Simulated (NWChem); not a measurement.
Molecule: C3H8Si; SMILES C=C(C)[SiH3]

Computed with NWChem. Pople sets run with spherical d functions. Structure relaxed at the PBE0/def2-SVP level. Vertical excitations in the gas phase.

**Question.** What does the run give for PBE0/6-31+G*, TDA? Quantities: lowest excitation, singlet (eV); orbital gap (eV).

**Answer.** 
```json
{
 "lowest excitation, singlet (eV)": "6.57",
 "orbital gap (eV)": "7.26"
}
```
